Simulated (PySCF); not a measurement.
C6H8O2SSi.
SMILES with atom numbers: `[cH:1]1[cH:2][s:3][c:4]([SiH:5]2[O:6][CH2:7][CH2:8][O:9]2)[cH:10]1` (hydrogens: H11 on C1; H12 on C2; H13 on Si5; H14, H15 on C7; H16, H17 on C8; H18 on C10)

Structure used (PBE0-D3(BJ)/def2-SVP), in Å, numbered top down from 1:
```xyz
18
C6H8O2SSi angstrom
C      2.587   -0.240    0.821
C      2.976   -1.356    0.124
S      1.634   -2.311   -0.340
C      0.508   -1.223    0.387
Si    -1.323   -1.469    0.371
O     -2.150   -0.855   -0.954
C     -2.730    0.385   -0.599
C     -3.025    0.325    0.905
O     -1.980   -0.420    1.504
C      1.178   -0.165    0.971
H      3.288    0.497    1.215
H      3.988   -1.665   -0.139
H     -1.673   -2.904    0.521
H     -3.645    0.548   -1.189
H     -2.028    1.211   -0.822
H     -3.066    1.329    1.355
H     -3.995   -0.172    1.090
H      0.655    0.631    1.504
```

All values: PBE0/pcSseg-1 (PySCF, non-relativistic), on one gas-phase PBE0-D3(BJ)/def2-SVP geometry that isn't relaxed in the solvent. The solvent is an IEF-PCM continuum (cavity from Bondi-type radii × 1.2). The model holds no explicit solvent molecules, cavitation or dispersion.

```tsv
run	E − E(gas) (kJ/mol)	HOMO (eV)	HOMO–LUMO gap (eV)	dipole (D)
gas	0.00	-7.17	6.14	1.57
P	-25.92	-7.21	6.14	2.05
Q	-11.38	-7.16	6.14	1.78
```

**Question.** The runs were made in acetonitrile and benzene. Which run belongs to which solvent?

**Answer.** P = acetonitrile, Q = benzene. The dielectric constants are 2.271 (benzene), 35.69 (acetonitrile), and the energy falls further as ε rises. In this model the ground state sees the solvent through ε alone.

**Question.** How constant is the ratio of the lowering to (ε − 1)/(2ε + 1)?

**Answer.** 
```tsv
solvent	(ε − 1)/(2ε + 1)	E − E(gas) (kJ/mol)	ratio (kJ/mol)	polarisation term (kJ/mol)
benzene	0.229	-11.38	-49.6	-11.96
acetonitrile	0.479	-25.92	-54.1	-29.08
```

The ratio changes by +8.9 % in size from benzene to acetonitrile. The polarisation term is half the interaction of the solute with the induced surface charges.

Hardware: Arm Neoverse V1, one thread, on a shared host. Cost: 51 s, 1.2 GiB resident at most. This is the whole shielding run at PBE0/pcSseg-1 in acetonitrile, SCF included.
